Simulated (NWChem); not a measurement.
The numbers come from NWChem runs, not from measurements. System: borazine (H6B3N3), charge 0, spin multiplicity 1, at a geometry optimised with PBE/def2-SVP. Level: evGW@PBE0/def2-SVP, RI basis def2-svp-rifit, 6 cycles.

Job file:

```
start mol
memory heap 200 mb stack 700 mb global 1700 mb
geometry units angstroms nocenter noautoz
  B      0.000000     0.000000     1.456602
  N     -1.224847     0.000000     0.707155
  B     -1.261497     0.000000    -0.728292
  N      0.000000     0.000000    -1.414324
  B      1.261497     0.000000    -0.728292
  N      1.224847     0.000000     0.707155
  H      0.000000     0.000000     2.673741
  H     -2.108514     0.000000     1.217373
  H     -2.315572     0.000000    -1.336861
  H      0.000000     0.000000    -2.434758
  H      2.315572     0.000000    -1.336861
  H      2.108514     0.000000     1.217373
  symmetry group C2v
end
basis spherical
  * library def2-svp
end
basis "ri basis" bse spherical
  * library def2-svp-rifit
end
dft
  xc pbe0
  iterations 100
  direct
  tolerances tight
end
task dft energy
gw
  evgw 6
  states alpha occ -1 vir -1
end
task dft gw
```

Output (cleaned and shortened):

```
             Northwest Computational Chemistry Package (NWChem) 7.3.0
             --------------------------------------------------------

                                NWChem Input Module
                                -------------------

 Scaling coordinates for geometry "geometry" by  1.889725989
 (inverse scale =  0.529177249)

 Turning off AUTOSYM since
 SYMMETRY directive was detected!

                             Geometry "geometry" -> ""
                             -------------------------

 Output coordinates in angstroms (scale by  1.889725989 to convert to a.u.)

  No.       Tag          Charge          X              Y              Z
 ---- ---------------- ---------- -------------- -------------- --------------
    1 B                    5.0000     0.00000000     0.00000000     1.45660200
    2 N                    7.0000    -1.22484700     0.00000000     0.70715500
    3 B                    5.0000    -1.26149700     0.00000000    -0.72829200
    4 N                    7.0000     0.00000000     0.00000000    -1.41432400
    5 B                    5.0000     1.26149700     0.00000000    -0.72829200
    6 N                    7.0000     1.22484700     0.00000000     0.70715500
    7 H                    1.0000     0.00000000     0.00000000     2.67374100
    8 H                    1.0000    -2.10851400     0.00000000     1.21737300
    9 H                    1.0000    -2.31557200     0.00000000    -1.33686100
   10 H                    1.0000     0.00000000     0.00000000    -2.43475800
   11 H                    1.0000     2.31557200     0.00000000    -1.33686100
   12 H                    1.0000     2.10851400     0.00000000     1.21737300

 Effective nuclear repulsion energy (a.u.)     196.7085420648

            Nuclear Dipole moment (a.u.)
            ----------------------------
        X                 Y               Z
 ---------------- ---------------- ----------------
     0.0000000000     0.0000000000    -0.0000018897

      Symmetry information
      --------------------

 Group name             C2v
 Group number             16
 Group order               4
 No. of unique centers     8

      Symmetry unique atoms

     1    2    3    4    7    8    9   10


 Summary of "ao basis" -> "" (spherical)
 ------------------------------------------------------------------------------
       Tag                 Description            Shells   Functions and Types
 ---------------- ------------------------------  ------  ---------------------
 *                          def2-svp                  on all atoms

 new library libraries.bse/

 Summary of "ri basis" -> "" (spherical)
 ------------------------------------------------------------------------------
       Tag                 Description            Shells   Functions and Types
 ---------------- ------------------------------  ------  ---------------------
 *                       def2-svp-rifit               on all atoms

                                 NWChem DFT Module
                                 -----------------

 Summary of "ao basis" -> "ao basis" (spherical)
 ------------------------------------------------------------------------------
       Tag                 Description            Shells   Functions and Types
 ---------------- ------------------------------  ------  ---------------------
 B                          def2-svp                 6       14   3s2p1d
 N                          def2-svp                 6       14   3s2p1d
 H                          def2-svp                 3        5   2s1p

 Summary of "ao basis" -> "ao basis" (spherical)
 ------------------------------------------------------------------------------
       Tag                 Description            Shells   Functions and Types
 ---------------- ------------------------------  ------  ---------------------
 B                          def2-svp                 6       14   3s2p1d
 N                          def2-svp                 6       14   3s2p1d
 H                          def2-svp                 3        5   2s1p

      Symmetry analysis of basis
      --------------------------

        a1         48
        a2         12
        b1         36
        b2         18

            General Information
            -------------------
          SCF calculation type: DFT
          Wavefunction type:  closed shell.
          No. of atoms     :    12
          No. of electrons :    42
           Alpha electrons :    21
            Beta electrons :    21
          Charge           :     0
          Spin multiplicity:     1
          Use of symmetry is: on ; symmetry adaption is: on
          Maximum number of iterations: 100
          This is a Direct SCF calculation.
          AO basis - number of functions:   114
                     number of shells:    54
          Convergence on energy requested:  1.00D-06
          Convergence on density requested:  1.00D-05
          Convergence on gradient requested:  5.00D-04

              XC Information
              --------------
                         PBE0 Method XC Functional
                     Hartree-Fock (Exact) Exchange  0.250
          PerdewBurkeErnzerhof Exchange Functional  0.750
            Perdew 1991 LDA Correlation Functional  1.000 local
           PerdewBurkeErnz. Correlation Functional  1.000 non-local

             Grid Information
             ----------------
          Grid used for XC integration:  medium
          Radial quadrature: Mura-Knowles
          Angular quadrature: Lebedev.
          Tag              B.-S. Rad. Rad. Pts. Rad. Cut. Ang. Pts.
          ---              ---------- --------- --------- ---------
[...]
@GW        11        -17.436           0.000
@GW        12        -17.437           0.000
@GW        13        -14.617           0.000
@GW        14        -14.842           0.000
@GW        15        -14.842           0.000
@GW        16        -13.771           0.000
@GW        17        -12.494           0.000
@GW        18        -11.707           0.000
@GW        19        -11.705           0.000
@GW        20         -9.886           0.000
@GW        21         -9.884           0.000
@GW        22          3.162           0.000
@GW        23          3.160           0.000
@GW        24          4.409           0.000
@GW        25          5.026           0.000
@GW        26          5.024           0.000
@GW        27          5.587           0.000
@GW        28          5.487           0.000
@GW        29          7.518           0.000
@GW        30          7.516           0.000
@GW        31          7.835           0.000
@GW        32          8.701           0.000
@GW        33          8.701           0.000
@GW        34          9.254           0.000
@GW        35         10.055           0.000
@GW        36         10.055           0.000
@GW        37         11.846           0.000
@GW        38         12.123           0.000
@GW        39         12.124           0.000
@GW        40         12.037           0.000
@GW        41         12.611           0.000
@GW        42         12.611           0.000
@GW        43         15.941           0.000
@GW        44         15.942           0.000
@GW        45         18.177           0.000
@GW        46         18.832           0.000
@GW        47         18.833           0.000
@GW        48         19.606           0.000
@GW        49         20.973           0.000
@GW        50         21.793           0.000
@GW        51         21.794           0.000
@GW        52         22.875           0.000
@GW        53         22.875           0.000
@GW        54         24.842           0.000
@GW        55         26.710           0.000
@GW        56         26.710           0.000
@GW        57         27.993           0.000
@GW        58         29.052           0.000
@GW        59         29.141           0.000
@GW        60         30.496           0.000
@GW        61         30.540           0.000
@GW        62         30.548           0.000
@GW        63         30.548           0.000
@GW        64         31.230           0.000
@GW        65         32.313           0.000
@GW        66         32.314           0.000
@GW        67         32.110           0.000
@GW        68         32.110           0.000
@GW        69         35.822           0.000
@GW        70         35.819           0.000
@GW        71         39.601           0.000
@GW        72         39.605           0.000
@GW        73         39.826           0.000
@GW        74         43.422           0.000
@GW        75         44.324           0.000
@GW        76         44.324           0.000
@GW        77         46.147           0.000
@GW        78         46.148           0.000
@GW        79         47.350           0.000
@GW        80         48.820           0.000
@GW        81         48.821           0.000
@GW        82         52.265           0.000
@GW        83         52.267           0.000
@GW        84         52.628           0.000
@GW        85         54.313           0.000
@GW        86         53.774           0.000
@GW        87         53.778           0.000
@GW        88         55.843           0.000
@GW        89         59.034           0.000
@GW        90         59.041           0.000
@GW        91         61.451           0.000
@GW        92         64.722           0.000
@GW        93         64.724           0.000
@GW        94         64.189           0.000
@GW        95         64.637           0.000
@GW        96         64.640           0.000
@GW        97         72.463           0.000
@GW        98         72.475           0.000
@GW        99         75.000           0.000
@GW       100         75.008           0.000
@GW       101         76.418           0.000
@GW       102         76.417           0.000
@GW       103         76.444           0.000
@GW       104         79.707           0.000
@GW       105         79.253           0.000
@GW       106         83.820           0.000
@GW       107         83.816           0.000
@GW       108         87.082           0.000
@GW       109         87.084           0.000
@GW       110         87.071           0.000
@GW       111         90.439           0.000
@GW       112         97.926           0.000
@GW       113         97.925           0.000
@GW       114        104.910           0.000

  *** G5W5

          Computing RPA polarizability
          Solving quasiparticle equations

                  Alpha Orbitals
          State     Energy (eV)     Error (eV)
          -----------------------------------
@GW         1       -407.877           0.000
@GW         2       -407.877           0.000
@GW         3       -407.876           0.000
@GW         4       -198.362           0.000
@GW         5       -198.362           0.000
@GW         6       -198.362           0.000
@GW         7        -27.094           0.000
@GW         8        -25.809           0.000
@GW         9        -25.809           0.000
@GW        10        -18.239           0.000
@GW        11        -17.437           0.000
@GW        12        -17.437           0.000
@GW        13        -14.617           0.000
@GW        14        -14.842           0.000
@GW        15        -14.842           0.000
@GW        16        -13.771           0.000
@GW        17        -12.494           0.000
@GW        18        -11.707           0.000
@GW        19        -11.705           0.000
@GW        20         -9.886           0.000
@GW        21         -9.884           0.000
@GW        22          3.162           0.000
@GW        23          3.160           0.000
@GW        24          4.408           0.000
@GW        25          5.026           0.000
@GW        26          5.024           0.000
@GW        27          5.586           0.000
@GW        28          5.487           0.000
@GW        29          7.518           0.000
@GW        30          7.516           0.000
@GW        31          7.835           0.000
@GW        32          8.701           0.000
@GW        33          8.701           0.000
@GW        34          9.254           0.000
@GW        35         10.055           0.000
@GW        36         10.055           0.000
@GW        37         11.846           0.000
@GW        38         12.123           0.000
@GW        39         12.124           0.000
@GW        40         12.037           0.000
@GW        41         12.611           0.000
@GW        42         12.611           0.000
@GW        43         15.941           0.000
@GW        44         15.941           0.000
@GW        45         18.177           0.000
@GW        46         18.832           0.000
@GW        47         18.833           0.000
@GW        48         19.606           0.000
@GW        49         20.973           0.000
@GW        50         21.793           0.000
@GW        51         21.793           0.000
@GW        52         22.875           0.000
@GW        53         22.875           0.000
@GW        54         24.841           0.000
@GW        55         26.710           0.000
@GW        56         26.709           0.000
@GW        57         27.993           0.000
@GW        58         29.052           0.000
@GW        59         29.141           0.000
@GW        60         30.497           0.000
@GW        61         30.540           0.000
@GW        62         30.548           0.000
@GW        63         30.548           0.000
@GW        64         31.230           0.000
@GW        65         32.314           0.000
@GW        66         32.314           0.000
@GW        67         32.109           0.000
@GW        68         32.109           0.000
@GW        69         35.822           0.000
@GW        70         35.820           0.000
@GW        71         39.601           0.000
@GW        72         39.605           0.000
@GW        73         39.828           0.000
@GW        74         43.423           0.000
@GW        75         44.327           0.000
@GW        76         44.327           0.000
@GW        77         46.147           0.000
@GW        78         46.149           0.000
@GW        79         47.352           0.000
@GW        80         48.821           0.000
@GW        81         48.822           0.000
@GW        82         52.267           0.000
@GW        83         52.269           0.000
@GW        84         52.630           0.000
@GW        85         54.317           0.000
@GW        86         53.771           0.000
@GW        87         53.776           0.000
@GW        88         55.845           0.000
@GW        89         59.037           0.000
@GW        90         59.043           0.000
@GW        91         61.454           0.000
@GW        92         64.725           0.000
@GW        93         64.728           0.000
@GW        94         64.189           0.000
@GW        95         64.641           0.000
@GW        96         64.644           0.000
@GW        97         72.408           0.000
@GW        98         72.418           0.000
@GW        99         74.995           0.000
@GW       100         75.001           0.000
@GW       101         76.418           0.000
@GW       102         76.417           0.000
@GW       103         76.450           0.000
@GW       104         79.686           0.000
@GW       105         79.252           0.000
@GW       106         83.823           0.000
@GW       107         83.819           0.000
@GW       108         87.072           0.000
@GW       109         87.075           0.000
@GW       110         87.053           0.000
@GW       111         90.445           0.000
@GW       112         97.943           0.000
@GW       113         97.942           0.000
@GW       114        104.907           0.000

     GW Timing Statistics
   ------------------------
   Init.   :          0.0s
     ERIs  :          0.9s
     Distr.:          0.1s
     Vxc   :          0.6s
   Sigma_x :          0.0s
   RPA     :          7.7s
   Wmn     :          3.3s
   Sigma_c :          2.0s
   GW total:         14.6s

 Task  times  cpu:       14.6s     wall:       14.6s

 Total times  cpu:       18.2s     wall:       18.2s
```
